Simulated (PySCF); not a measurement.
# How methods differ on the ionisation energy of B(2+)

B(2+) [He] 2s1 (2S) → B(3+) 1s2 (1S), as a difference of total energies. All numbers are calculated (PySCF 2.14, the non-relativistic Hamiltonian (point nucleus), in dyall-acv3z (15s9p4d2f, 76 functions)). Correlated levels: valence and next inner shell: nothing frozen; virtual orbitals above 40 to 60 times the deepest correlated orbital energy dropped. The calculations carry no spin-orbit coupling.

```csv
method,ionisation energy (eV)
UHF,37.819
LDA,37.899
PBE,38.290
PBE0,38.230
r2SCAN,37.854
wB97X-V,38.069
PBEsol,37.983
B97-3,37.921
LC-wPBE,38.372
MP2 (valence and next inner shell),37.901
SCS-MP2 (valence and next inner shell),37.892
```

Task: How much does correlation contribute at MP2 (valence and next inner shell)?

Result: 37.901 − (37.819) = 0.082 eV, measured against UHF.

Errors of the correlated levels include the incompleteness of this basis.

For comparison: 37.931 eV (measured; NIST Atomic Spectra Database, ionization energies).
